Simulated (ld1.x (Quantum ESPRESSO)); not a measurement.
# Gd (Z = 64), TM: configuration errors across variants

| Property | Result |
| --- | --- |
| Element | Gd |
| Generator | ld1.x (Quantum ESPRESSO) 7.5 |
| Type | norm-conserving Troullier–Martins (Kleinman–Bylander form) |
| Functional | BLYP |
| Relativity | scalar-relativistic |
| Frozen core | [Xe] |
| Valence charge | 10 |
| Reference configuration | 4f7 5d1 6s2 6p0 |
| Partial waves | 6p (bound, empty): rc 4.20 bohr; 5d (bound): rc 3.55 bohr; 4f (bound): rc 1.20 bohr; 6s (bound): rc 3.25 bohr |
| Local potential | the s channel |
| Core correction | a·sin(br)/r model core, default radius (core density twice the valence density) |

All-electron excitation energies from the reference (eV): (1) 4f7 5d1 6s1 6p0 6.572; (2) 4f7 5d1 6s0 6p0 18.775; (3) 4f7 5d0 6s0 6p0 38.601; (4) 4f6 5d2 6s1 6p0 15.788; (5) 4f8 5d1 6s0 6p0 4.233; (6) 4f7 5d0 6s2 6p0 5.903; (7) 4f7 5d1 6s1 6p1 2.901.

Errors AE − PS in meV (a dash: test not solved or not reliable):

| change | (1) | (2) | (3) | (4) | (5) | (6) | (7) | bound ghosts |
| --- | --- | --- | --- | --- | --- | --- | --- | --- |
| base | -5.8 | -40 | -183 | -1650 | -1900 | -33 | -4.5 | none |
| wave 5d (bound): rc 3.55 bohr becomes 5d (bound): rc 2.34 bohr | -5.5 | -37 | -221 | -1480 | -1881 | -55 | -4.2 | none |
| wave 5d (bound): rc 3.55 bohr becomes 5d (bound): rc 2.78 bohr | -5.5 | -37 | -220 | -1491 | -1882 | -54 | -4.3 | none |
| wave 5d (bound): rc 3.55 bohr becomes 5d (bound): rc 3.16 bohr | -5.5 | -38 | -210 | -1544 | -1888 | -48 | -4.3 | none |
| wave 5d (bound): rc 3.55 bohr becomes 5d (bound): rc 3.50 bohr | -5.6 | -39 | -190 | -1624 | -1897 | -37 | -4.4 | none |
| wave 5d (bound): rc 3.55 bohr becomes 5d (bound): rc 4.08 bohr | -7.0 | -49 | -104 | -1866 | -1921 | +4.8 | -5.0 | none |
| wave 5d (bound): rc 3.55 bohr becomes 5d (bound): rc 4.54 bohr | -9.0 | -61 | -7.1 | -2069 | -1938 | +47 | -5.6 | none |
| wave 5d (bound): rc 3.55 bohr becomes 5d (bound): rc 5.26 bohr | -14 | -89 | +226 | -2450 | -1964 | +137 | -7.1 | none |

Q: Give the same row for: wave 5d (bound): rc 3.55 bohr becomes 5d (bound): rc 4.94 bohr.

A: -11, -74, +95, -2248, -1951, +87, -6.3; bound ghosts: none.
